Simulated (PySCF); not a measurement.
CH₆O₂Si, SMILES C[SiH](O)O. Coordinates come from a PBE0-D3(BJ)/def2-SVP optimisation. One conformer was computed; it need not be the lowest.

Computed equilibrium geometry at PBE0-D3(BJ)/def2-SVP (PySCF confirms it by a frequency run) as Cartesian coordinates in Å, and its point group (one conformer of several):
point group Cs.
```xyz
10

Si    -0.0766     0.3322     0.0000
C      1.7105    -0.1455     0.0000
O     -0.7442    -0.3040    -1.3864
O     -0.7442    -0.3040     1.3864
H     -0.3055     1.8141     0.0000
H      1.8012    -1.2427     0.0000
H      2.2212     0.2414     0.8942
H      2.2212     0.2414    -0.8942
H     -1.6108     0.0156    -1.6494
H     -1.6108     0.0156     1.6494
```
